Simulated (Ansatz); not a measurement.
Computed with Ansatz on PBE0-D4/def2-TZVP structures; ΔE is electronic, products minus reactants. CBS: MP2 limit from def2 TZ/QZ plus the TZ coupled-cluster correction, frozen cores. Functionals use def2-TZVPP. B3LYP here is the variant with VWN-RPA as its local correlation; programs differ in this. For Ge outer-core shells are correlated without core-valence functions, which leaves a few kJ/mol of doubt a bond. Scalar relativity is left out up to krypton. One conformer a species, not always the lowest.

`CO[C](=N)[GeH3]` + `C=C=CC` → `C=C=C[CH2][GeH3]` + `COC=N`  (formal exchange of groups at a Ge–C bond)

```csv
level,ΔE (kJ/mol),difference from CCSD(T)/CBS
PBE-D4,-1.4,3.7
r2SCAN-D4,-2.0,3.1
B3LYP-D4,-1.8,3.3
B2PLYP,-2.9,2.2
HF/def2-TZVPP,-6.3,-1.2
MP2/def2-TZVPP,-7.0,-1.9
SCS-MP2/def2-TZVPP,-5.9,-0.8
CCSD/def2-TZVPP,-5.6,-0.5
SCS-MP2/def2-QZVPP,-6.0,-0.9
CCSD/CBS(def2),-6.1,-1.0
CCSD(T)/CBS,-5.1,0
```

Largest T1 diagnostic among the species: 0.014.

CCSD(T)/CBS has its own doubt, a few kJ/mol and more with outer-core shells, so smaller differences from it don't rank the levels.
